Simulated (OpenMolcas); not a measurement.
## Mo4+: ligand-field states by method

Mo4+ with 6 ligands (chloride) in octahedral coordination (Oh) at 2.36 Å. A charge of +0.333 e stands 2.6 Å behind each ligand. Ligand basis ANO-RCC-VDZP.
```
Mo    0.0000    0.0000    0.0000
Cl    2.3600    0.0000    0.0000
Cl    0.0000    2.3600    0.0000
Cl   -2.3600    0.0000    0.0000
Cl    0.0000   -2.3600    0.0000
Cl    0.0000    0.0000    2.3600
Cl    0.0000    0.0000   -2.3600
```

```yaml
Program: OpenMolcas 26.06
Basis: ANO-RCC-VTZP [7s6p4d2f1g]
Scalar_Hamiltonian: DKH2, point nucleus
Active_space: 2 electrons in 5 orbitals (4d)
State_averaging: 2S+1 = 3 even, 10 roots; 2S+1 = 1 even, 15 roots
Spin-orbit_coupling: state interaction with AMFI integrals over the reference wave functions
```

I. CASSCF
II. SS-CASPT2, IPEA 0.25 Eh, imaginary shift 0.1 Eh (closed shells correlated: 4s 4p and the ligand valence shells)

Spin-free states (labels of O, the rotations of Oh) in cm-1, each column counted from its own energy of the first state listed:

```csv
State,Degeneracy,I,II
3T1,3,0,0
1T2,3,9412,5760
1E,2,9719,6200
1A1,1,21518,15110
3T2,3,22847,25220
3T1,3,30578,30700
```

From I to II, I's first state of the same spin (3T2) moves from 22847 to 25220 cm-1, by about +2400 cm-1.

From I to II, I's first state of another spin (1T2) moves from 9412 to 5760 cm-1, by about -3600 cm-1.

I: A least-squares ligand-field fit to the states below 45000 cm-1, each weighted by its degeneracy and with a free common offset, gives 10Dq = 23247 cm-1, B = 638 cm-1 and C = 2406 cm-1 (C/B = 3.77), with an rms deviation of 394 cm-1. The same method and metal basis give the free ion B = 861 cm-1 (fit to its terms below 60000 cm-1, rms deviation 23 cm-1), so the nephelauxetic ratio is β = 638 / 861 = 0.74; it hangs on how both fits weigh the states, and computed free-ion B values tend to be too large, so β mixes covalency with correlation.

II: A least-squares ligand-field fit to the states below 45000 cm-1, each weighted by its degeneracy and with a free common offset, gives 10Dq = 25451 cm-1, B = 468 cm-1 and C = 1369 cm-1 (C/B = 2.92), with an rms deviation of 467 cm-1. The same method and metal basis give the free ion B = 776 cm-1 (fit to its terms below 60000 cm-1, rms deviation 446 cm-1), so the nephelauxetic ratio is β = 468 / 776 = 0.60; it hangs on how both fits weigh the states, and computed free-ion B values tend to be too large, so β mixes covalency with correlation.

From I to II, 10Dq changes by +9 %, B by -27 % and C by -43 %.

χT at 300 K: I 0.41, II 0.41 cm3 K/mol.

Roots that are degenerate in the reference are averaged as groups; the widest CASPT2 spread within a group is 140 cm-1 (the 3-fold group of multiplicity 3 near 0 cm-1 above the lowest state of its run, II). Shifts and gaps below about the spread of the groups concerned are not significant. Over all roots computed the reference weight is 0.63 to 0.65 in II; a low but even weight reflects the number of correlated electrons. An orbital triplet at a regular site is open to Jahn-Teller coupling, which can distort the site and quench the lowest spin-orbit gaps and is left out. The least metal-like active orbital is 70 % on the metal (Löwdin) and no ligand orbital is active, so the numbers are rough. Ligand-to-metal charge-transfer states are missing. With no ligand orbital active B as a rule stays too high, so bands that hang on it stand too high and its fall with covalency is understated. Without dynamic correlation the repulsion within the d shell is too large (B by tens of per cent), so at a given field states of lower spin stand too high (holds for I). With metal d orbitals alone the field can be off either way by tens of per cent (holds for I). With one d shell and no ligand orbital active, 10Dq can be off by a tenth or more (holds for II). The distance lies 2 % under the 2.41 Å that this model takes as the normal distance (a Shannon-type radius plus a fixed donor radius); by an R⁻⁵ law this alone changes a d-shell field by about +11 %. No measured value stands beside these numbers; the geometry was imposed, not optimised, and the real ion may take another.
